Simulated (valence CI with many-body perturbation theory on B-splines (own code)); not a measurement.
Pd25+: M1 decay

Calculated by configuration interaction combined with many-body perturbation theory (CI+MBPT): three valence electrons over a frozen Dirac-Fock core [Ar], a basis of 7 s, 7 p, 8 d, 6 f, 4 g, 1 h functions for each j, with the one-electron correlation potential Σ1, the two-electron term Σ2, the three-electron term Σ3, Breit, model QED; selected CI, second order for the rest, scaled by the run's own slope (own B-spline code, finite nucleus).

No measured spectrum was set against this ion. As an estimate, terms of the open shell hold to 2 to 4 % of their energy, and close levels can change places. Only levels of the ground parity were solved; by the run's estimate the other parity begins above the list, which can be wrong where configurations are misplaced.

Lines 1 to 50 of 70 in falling wavelength, among levels below 318330 cm⁻¹, chosen from the decays that carry over 1 % of a level's rate. Wavelengths and rates use the calculated energies, so an error of 3000 cm⁻¹ moves a line at 308.9 nm by 9.3 % and its rate by three times that or more. Weak lines are less certain than strong ones. Lines between different terms over intervals too small for the method are left out, as are lines whose strength nearly cancels. The highest levels of a list are the least certain. Branching is blank where the lifetime is uncertain.

Names give the largest LS component (configuration and term), which can be under half, so a name can repeat, a term be missing and a line seem to break the LS rules; names also repeat where a configuration has a term twice. Letters in brackets count levels of one name in rising energy.

```
λ vac (nm)           Upper           Lower  Type   A (s⁻¹)  Branch %
     854.7      3d3 4P_1/2      3d3 4P_3/2    M1  4.39e+01       9.7
     648.6      3d3 4F_9/2      3d3 4F_7/2    M1  6.93e+01     100.0
     413.2      3d3 4F_7/2      3d3 4F_5/2    M1  4.98e+02     100.0
     317.8      3d3 4F_5/2      3d3 4F_3/2    M1  1.15e+03     100.0
     316.3  3d3 2D_5/2 [a]  3d3 2D_3/2 [a]    M1  2.88e+02       6.0
     308.9      3d3 2P_3/2  3d3 2D_5/2 [a]    M1  8.97e+01       1.0
     245.9     3d3 2H_11/2      3d3 2H_9/2    M1  4.63e+02      34.4
     231.8      3d3 4P_3/2      3d3 4F_5/2    M1  2.86e+02      14.0
     211.8  3d3 2D_5/2 [a]      3d3 4P_5/2    M1  2.34e+02       4.9
     207.5      3d3 2H_9/2      3d3 4F_9/2    M1  1.57e+03      53.5
     200.7      3d3 4P_5/2      3d3 4P_3/2    M1  1.19e+03      74.9
     186.1  3d3 2D_3/2 [a]      3d3 4P_1/2    M1  7.34e+02       8.0
     182.2      3d3 2P_3/2      3d3 2P_1/2    M1  1.27e+03      14.6
     173.7  3d3 2D_5/2 [a]      3d3 2G_7/2    M1  4.81e+01       1.0
     171.2      3d3 2G_7/2      3d3 4F_7/2    M1  1.16e+03      26.0
     159.2      3d3 2P_1/2      3d3 4P_1/2    M1  4.02e+03      95.0
     157.2      3d3 2H_9/2      3d3 4F_7/2    M1  1.36e+03      46.4
     156.3      3d3 2P_3/2  3d3 2D_3/2 [a]    M1  2.49e+03      28.7
     154.8      3d3 2G_9/2      3d3 2H_9/2    M1  2.93e+03      42.4
     152.9  3d3 2D_3/2 [a]      3d3 4P_3/2    M1  3.84e+03      41.7
     145.4      3d3 4P_5/2      3d3 4F_7/2    M1  1.69e+02      10.6
     143.3      3d3 2G_9/2      3d3 2G_7/2    M1  3.03e+03      43.9
     134.2      3d3 2P_1/2      3d3 4P_3/2    M1  6.02e+01       1.4
     134.0      3d3 4P_3/2      3d3 4F_3/2    M1  1.76e+03      86.0
     126.6      3d3 2F_5/2      3d3 4P_5/2    M1  8.92e+02      31.4
     125.6      3d3 2P_3/2      3d3 4P_5/2    M1  2.51e+03      28.9
     122.9      3d3 2F_7/2      3d3 4P_5/2    M1  4.91e+01       1.6
     121.1      3d3 2G_7/2      3d3 4F_5/2    M1  3.31e+03      73.9
     115.9      3d3 4P_1/2      3d3 4F_3/2    M1  4.07e+02      90.0
     112.5     3d3 2H_11/2      3d3 4F_9/2    M1  8.84e+02      65.6
     112.0      3d3 2F_5/2      3d3 2G_7/2    M1  4.38e+02      15.4
     109.0      3d3 2F_7/2      3d3 2G_7/2    M1  8.60e+02      27.9
     107.6      3d3 4P_5/2      3d3 4F_5/2    M1  2.02e+02      12.7
     103.1  3d3 2D_5/2 [a]      3d3 4P_3/2    M1  3.86e+02       8.1
     101.5  3d3 2D_3/2 [b]      3d3 2P_3/2    M1  2.68e+02          
     100.9  3d3 2D_3/2 [b]      3d3 2F_5/2    M1  2.10e+03          
     99.72  3d3 2D_5/2 [b]      3d3 2F_7/2    M1  1.98e+03      10.9
     97.97  3d3 2D_5/2 [b]      3d3 2P_3/2    M1  3.35e+02       1.9
     97.37  3d3 2D_5/2 [b]      3d3 2F_5/2    M1  3.91e+03      21.6
     92.11  3d3 2D_3/2 [a]      3d3 4F_5/2    M1  3.41e+03      37.0
     88.65      3d3 2G_9/2      3d3 4F_9/2    M1  2.21e+02       3.2
     86.22  3d3 2D_5/2 [a]      3d3 4F_7/2    M1  3.15e+03      66.1
     80.37      3d3 4P_5/2      3d3 4F_3/2    M1  2.77e+01       1.7
     77.99      3d3 2G_9/2      3d3 4F_7/2    M1  6.51e+02       9.4
     77.65      3d3 2F_5/2      3d3 4P_3/2    M1  5.73e+02      20.2
     77.27      3d3 2P_3/2      3d3 4P_3/2    M1  3.66e+02       4.2
     76.41  3d3 2D_3/2 [b]  3d3 2D_5/2 [a]    M1  3.16e+03          
     74.38  3d3 2D_5/2 [b]  3d3 2D_5/2 [a]    M1  4.34e+02       2.4
     74.22      3d3 2F_7/2      3d3 4F_9/2    M1  1.47e+03      47.8
     71.41  3d3 2D_3/2 [a]      3d3 4F_3/2    M1  1.21e+03      13.2
```
